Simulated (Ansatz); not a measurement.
Abridged output of a molecular run in Ansatz:

```
Functional definition: HF
1231 factors; integrals over basis functions are off by at most 1.0e-3 eV
mean field evaluation 1: about -26647.0169 eV, gradient 5.9e1 eV
mean field evaluation 2: about -26647.0200 eV, gradient 5.9e1 eV
mean field evaluation 4: about -26653.2020 eV, gradient 3.0e0 eV
mean field evaluation 8: about -26653.2306 eV, gradient 2.2e-1 eV
mean field evaluation 16: about -26653.2250 eV, gradient 5.4e-1 eV
mean field -26653.23067885 eV, -979.4881612390 hartree, gradient 2.0e-6 eV, S^2 0.000000; 0 other end points of the search recorded, 0 dependent functions left out
15 core orbitals not correlated: weight in the atoms' cores, before any rotation towards them, 1.000 or more for the frozen orbitals, at most 0.000 for the correlated occupied ones
reference -26653.23067885 eV, -979.4881612390 hartree; 22, 22 occupied and 94, 94 virtual orbitals, 1231 factors
second order -29.97183184 eV of doubles, -0.00000000 eV of singles
cycle   1  -30.16279127 eV  change   -1.9e-1 eV  update   1.1e-1
cycle   2  -30.78612252 eV  change   -6.2e-1 eV  update   3.0e-2
cycle   3  -30.94873739 eV  change   -1.6e-1 eV  update   1.5e-2
cycle   4  -30.93839260 eV  change    1.0e-2 eV  update   2.7e-3
cycle   5  -30.93681795 eV  change    1.6e-3 eV  update   1.1e-3
cycle   6  -30.93740055 eV  change   -5.8e-4 eV  update   3.1e-4
cycle   7  -30.93725148 eV  change    1.5e-4 eV  update   1.0e-4
cycle   8  -30.93716354 eV  change    8.8e-5 eV  update   3.0e-5
cycle   9  -30.93715651 eV  change    7.0e-6 eV  update   1.0e-5
perturbative correction -0.58596201 eV, -0.0215337067 hartree
Total energy: -26684.75379737 eV, -980.6466144775 hartree
```

Its atoms:

Cartesian coordinates in Å:
```
O -1.687 -0.761 -0.869
Si -0.424 0.263 -0.830
O 0.333 0.470 -2.259
O -0.971 1.725 -0.372
O 0.626 -0.400 0.219
Si 0.923 -0.738 1.775
F 1.802 0.438 2.396
H -2.481 -0.458 -1.311
H 0.902 -0.236 -2.568
H -0.424 2.483 -0.581
H 1.729 -1.974 1.843
H -0.329 -0.814 2.557
```

(1) Which basis set was used?
A. def2-SVPD
B. def2-TZVPPD
C. def2-SVP
D. cc-pV(Q+d)Z

(2) Write the keys of the input that set method, charge and spin (a neutral closed shell needs none for the last two).

Results:

(1) C. It gives 131 functions.

(2) 
```yaml
correlation: {method: ccsd_t}
```
